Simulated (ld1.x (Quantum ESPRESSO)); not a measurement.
# rubidium (Rb) TM: all-electron and pseudo phase curves

```json
{"Element": "Rb (Z = 37)", "Generator": "ld1.x (Quantum ESPRESSO) 7.5", "Type": "norm-conserving Troullier–Martins (Kleinman–Bylander form)", "Functional": "LDA (PZ)", "Relativity": "scalar-relativistic", "Frozen core": "[Ar] 3d10", "Valence charge": "9", "Reference configuration": "4s2 4p6 5s1 5p0", "Partial waves": "4p (bound): rc 2.75 bohr; 4d channel at 0.1 Ry: rc 2.95 bohr; 4s (bound): rc 2.15 bohr", "Local potential": "the s channel", "Core correction": "full core density, not smoothed (it rises at the typed radius of 2.15 bohr, so ld1.x skipped the fit)"}
```

Occupied shells without a wave of their own: 5s. They enter only through the test configuration that unscreens the potential, and ld1.x also counts them in the model core charge.

The phase is arctan(r·u′/u) with u = r·R(r), unwrapped; energies in Ry, scanned from -4 to 5 Ry. A pole is an energy at which the radial function vanishes at the test radius. The pseudo phase is shifted by a multiple of π to meet the all-electron one at the reference energy, and phase errors are pseudo minus all-electron; the curves can meet again beyond the range given. Levels narrower than the energy grid can be missing from the lists of poles.

```csv
channel,radius (bohr),reference energy (Ry),"poles, all-electron","poles, pseudo",unbroken range about the reference energy with phases within 0.05 rad,phase error 1 Ry above the reference energy (rad)
s,3.18,-2.35,"-2.30, 2.30","-2.30, 1.67",below -0.5,-0.005
p,3.18,-1.18,"-1.03, 3.25","-1.03, 2.34",below 0.1,-0.019
d,3.18,0.10,0.89,0.91,below 1.9,+0.010
```

ld1.x takes every shell without a wave as core, so the model core holds the 5s electrons as well and exchange and correlation see them twice. This cancels in the reference configuration, but the file is broken for other ones, and its errors say nothing about a proper core correction.

Phases in the d channel:

```csv
E (Ry),all-electron,pseudo
-4.00,1.413,1.414
-3.52,1.403,1.403
-3.04,1.390,1.390
-2.56,1.373,1.374
-2.08,1.351,1.352
-1.60,1.319,1.320
-1.12,1.267,1.267
-0.64,1.159,1.160
-0.16,0.776,0.778
0.32,-1.039,-1.037
0.80,-1.535,-1.529
1.28,-1.694,-1.681
1.76,-1.844,-1.808
2.24,-2.172,-2.024
2.72,-3.518,-2.766
3.20,-4.338,-4.068
3.68,-4.537,-4.429
4.16,-4.624,-4.557
4.64,-4.678,-4.624
```
